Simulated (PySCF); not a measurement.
H4SeSiZn, SMILES [SiH3][Zn][SeH].

Geometry: B3LYP-D3(BJ)/def2-SVP. The values are those of a single conformer.

Level of theory: TDA-PBE/def2-SVPD (PySCF).

Vertical excitations. The molecule is in vacuum.

List the lowest excited states. (An estimate is asked for; the answer gives what the named calculation found.)


```tsv
state	energy (eV)	λ (nm)	f	main pairs
S1	3.88	320	0.000	HOMO→LUMO 100 %
S2	4.46	278	0.031	HOMO→LUMO+2 99 %
S3	4.48	277	0.023	HOMO→LUMO+1 89 %
S4	4.82	257	0.009	HOMO−1→LUMO 95 %
S5	5.13	241	0.008	HOMO−1→LUMO+1 96 %
S6	5.42	229	0.014	HOMO→LUMO+3 98 %
S7	5.80	214	0.498	HOMO−1→LUMO+2 58 %, HOMO−1→LUMO+3 33 %
S8	5.96	208	0.002	HOMO→LUMO+4 100 %
S9	6.29	197	0.353	HOMO−1→LUMO+3 53 %, HOMO−1→LUMO+2 14 %, HOMO→LUMO+6 11 %
S10	6.41	193	0.000	HOMO→LUMO+5 99 %
T1	3.79	327	0	HOMO→LUMO 100 %
T2	3.97	312	0	HOMO→LUMO+1 99 %
T3	4.16	298	0	HOMO→LUMO+2 99 %
T4	4.32	287	0	HOMO−1→LUMO 98 %
```
Triplets are in the Tamm–Dancoff approximation.
